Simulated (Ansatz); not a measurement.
C3H13GaO2Si, relaxed with RKS PBE-D4/def2-SVP in the Gaussian-basis code of Ansatz from a rough embedded geometry. The force threshold is 0.03 eV/Å; the program also tests the step.

Total charge 0; spin multiplicity 1. The bonds changed during the relaxation, so this is another structure than the one it started from.

Start:

```xyz
20

C    -0.782    2.177    0.146
O    -0.178    1.301    0.969
Ga   -0.280   -0.365    0.222
C     0.369   -1.796    1.500
C    -2.158   -0.848   -0.280
O     0.782   -0.481   -1.317
Si    2.358    0.074   -0.889
H    -0.737    3.206    0.566
H    -1.873    2.017    0.015
H    -0.321    2.285   -0.874
H     0.834   -2.581    1.013
H    -0.487   -2.092    2.124
H     1.079   -1.226    2.219
H    -2.231   -1.900   -0.439
H    -2.407   -0.317   -1.217
H    -2.824   -0.501    0.488
H     0.415    0.198   -1.949
H     3.234    0.045   -2.062
H     2.286    1.493   -0.429
H     2.922   -0.690    0.194
```

Task: How much energy does the relaxation release, and in how many steps? (Estimate.)

Result: Ansatz gave: 44.06 kcal/mol, in 31 steps, 3 of them rejected.

Task: Which bonds change most? (Estimate.)

Result: Ansatz gave: O2–Si7 from 3.375 to 2.002 Å; Ga3–O6 from 1.873 to 2.033 Å; O2–Ga3 from 1.829 to 1.948 Å; O6–Si7 from 1.725 to 1.805 Å.

Task: Give the relaxed structure. (An estimate is asked.)

Result: Computed: 
```xyz
20

C    -0.297    2.153    0.573
O     0.286    0.920    0.222
Ga   -0.496   -0.864    0.265
C     0.143   -1.897    1.820
C    -2.222   -0.847   -0.694
O     1.014   -0.854   -1.095
Si    1.767    0.787   -1.118
H    -0.081    2.419    1.633
H    -1.401    2.139    0.431
H     0.114    2.960   -0.076
H     0.109   -2.987    1.620
H    -0.489   -1.701    2.710
H     1.185   -1.613    2.064
H    -2.537   -1.871   -0.980
H    -2.145   -0.231   -1.612
H    -3.023   -0.420   -0.056
H     1.476   -1.527   -1.625
H     2.725    0.323   -2.229
H     1.126    1.963   -1.817
H     2.747    1.147   -0.034
```
